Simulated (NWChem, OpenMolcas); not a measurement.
**How basis sets differ on C2F5 (pentafluoroethyl)**

C2F5: 7 atoms, total charge 0, spin state doublet. SMILES: `F[C](F)C(F)(F)F`. The shape is that of a PBE0-D4/def2-TZVP optimisation.

Each level gives the dipole moment (D). The values are calculated.

| level | kind | program | value (D) | CPU time |
| --- | --- | --- | --- | --- |
| ROHF/ANO-R0 (sfX2C) | Hartree–Fock | OpenMolcas | 0.30 | 4 s |
| ROHF/ANO-RCC-MB (DKH2) | Hartree–Fock | OpenMolcas | 0.80 | 7.7 s |
| UHF/STO-3G | Hartree–Fock | NWChem | 0.43 | 1.9 s |
| UHF/3-21G | Hartree–Fock | NWChem | 0.75 | 2.5 s |
| ROHF/ANO-R1 (sfX2C, RICD fitting) | Hartree–Fock | OpenMolcas | 0.69 | 17 s |
| UHF/cc-pVDZ | Hartree–Fock | OpenMolcas | 0.67 | 18 s |

The values span 0.30 to 0.80 D. Magnitudes only. Sets without polarisation functions give poor dipoles. Times are those of the runs behind each value, whatever else they computed, on shared processors of several kinds: orders of magnitude only.
